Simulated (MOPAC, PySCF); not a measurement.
CH$_{4}$O$_{2}$Si, SMILES `O=C[SiH2]O` (O–C–Si–O torsion 0°, C–Si–O–H torsion 0°), neutral singlet in the gas phase. 

Cartesian coordinates (Å):
SMILES: O=C[SiH2]O
```xyz
8

O      1.8145     0.4702    -0.3230
C      1.1068    -0.0071     0.5347
Si    -0.7643    -0.2006     0.1324
O     -0.9056     0.3815    -1.3897
H      1.5594    -0.3101     1.5061
H     -1.1492    -1.6328     0.2229
H     -1.5681     0.5796     1.1084
H     -0.0620     0.6846    -1.7458
```
Charge 0, multiplicity 1.

All levels are single points at this geometry (PBE0-D4/def2-TZVP); Pople sets use spherical d functions. Orbital energies aren't observables, and empty levels follow the basis.

B3LYP-D3(BJ)/def2-TZVP in PySCF gives dipole (D) = 1.72.

Task: Estimate the dipole (D) from each of these levels: PBE0-D4/def2-TZVP in PySCF; B3LYP/6-311+G** in PySCF; BP86/6-31G* in PySCF; M06-2X/6-31G* in PySCF; HF/3-21G in PySCF; HF/STO-3G in PySCF; PM3 in MOPAC; PM7 in MOPAC.

Result: 
```tsv
level	dipole (D)
PBE0-D4/def2-TZVP in PySCF	1.71
B3LYP/6-311+G** in PySCF	2.03
BP86/6-31G* in PySCF	1.48
M06-2X/6-31G* in PySCF	1.75
HF/3-21G in PySCF	2.38
HF/STO-3G in PySCF	1.58
PM3 in MOPAC	2.06
PM7 in MOPAC	2.69
```
